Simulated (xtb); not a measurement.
xtb was given this input:
```
$ xtb mol.xyz --gfn 0 --chrg -1 --uhf 1 --etemp 10000 --json

# file mol.xyz
3

S     -0.03610000     0.61230000    -0.00000000
H     -0.93710000    -0.36240000    -0.00000000
H      0.97320000    -0.24990000     0.00000000
```

What does this run give for the partial charges in atom order, total energy (a free energy at this electronic temperature)?


* **partial charges in atom order**: S1 -0.67, H2 -0.17, H3 -0.17
* **total energy (a free energy at this electronic temperature)**: -5.6430 Eh
